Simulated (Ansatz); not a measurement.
HIO (`OI`). The species carries charge 0 and has multiplicity 1. I: def2 effective core potential. The geometry is a stationary point of PBE0-D4/def2-TZVP.

```xyz
3

O    -0.095    0.641    0.070
I     0.720   -1.066    0.635
H    -0.625    0.425   -0.705
```

(1) What is the dipole moment at ωB97M-V/def2-TZVPP? (Best estimate.)

(2) And with PBE, r2SCAN, B3LYP? (Estimate.)

(3) Give the Mulliken charges with ωB97M-V, B3LYP, r2SCAN in def2-TZVPP. (Estimate.)

Results:

(1) Computed: 1.50 D, with components (-0.41, -1.13, -0.90) D in this frame, pointing from negative to positive charge.

(2) Ansatz gave: PBE 1.39 D, r2SCAN 1.42 D, B3LYP 1.47 D.

(3) Ansatz gave: 
| atom | ωB97M-V | B3LYP | r2SCAN |
| --- | --- | --- | --- |
| O1 | -0.39 | -0.39 | -0.38 |
| I2 | 0.19 | 0.19 | 0.16 |
| H3 | 0.19 | 0.20 | 0.22 |

B3LYP here is the variant with VWN-RPA as its local correlation; programs differ in this.
